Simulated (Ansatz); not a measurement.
Isolated molecules relaxed with PBE0-D4/def2-TZVP in Ansatz; ΔE leaves out vibrations. CCSD(T)/CBS is the MP2 limit (def2-TZVPP, def2-QZVPP) plus CCSD(T) − MP2 in def2-TZVPP, frozen cores. Functionals use def2-TZVPP. B3LYP here is the variant with VWN-RPA as its local correlation; programs differ in this. For Ge outer-core shells are correlated without core-valence functions, which leaves a few kJ/mol of doubt a bond. Scalar relativity is left out up to krypton. One conformer a species, not always the lowest.

`O[SiH2]C#[C][GeH3]` + `C[SiH2]C` → `C[SiH2]C[SiH2]O` + `C#[C][GeH3]`  (formal exchange of groups at the Si–C bond)

| level | ΔE (kJ/mol) | difference from CCSD(T)/CBS |
| --- | --- | --- |
| PBE-D4 | 34.8 | 1.2 |
| PBE0-D4 | 33.5 | -0.1 |
| B3LYP-D4 | 37.4 | 3.8 |
| PBE | 38.7 | 5.1 |
| PBE0 | 37.0 | 3.4 |
| HF/def2-TZVPP | 44.6 | 11.0 |
| MP2/def2-TZVPP | 36.1 | 2.5 |
| HF/def2-QZVPP | 44.4 | 10.8 |
| MP2/def2-QZVPP | 35.5 | 1.9 |
| MP2/CBS(def2) | 35.2 | 1.6 |
| CCSD(T)/CBS | 33.6 | 0 |

Largest T1 diagnostic among the species: 0.012.

In def2-TZVPP, CCSD(T) changes the Hartree–Fock value by −10.1 kJ/mol (the triples alone add −0.4 kJ/mol) and MP2 by −8.5 kJ/mol. The D4 term adds −6.2 kJ/mol with B3LYP and −3.5 kJ/mol with PBE0; it sums over pairs of atoms, weighted by their polarisabilities, and B3LYP, whose exchange is more repulsive, gets the larger term.
